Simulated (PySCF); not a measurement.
An element was calculated at PBE0 (PySCF 2.14, ECP, a double-zeta basis, no spin-orbit coupling), in the ground configurations that NIST lists.

- electron affinity: 0.608 eV
- first ionisation energy: 6.729 eV
- second ionisation energy: 15.366 eV
- third ionisation energy: 29.853 eV
- polarisability of the atom: 90.1 bohr³

**Question.** Which element is it?

**Answer.** Technetium (Tc, Z = 43), in aug-cc-pwCVDZ-PP with ECP28MDF. NIST lists 7.119, 15.26, 29.55 eV for these ionisation energies.
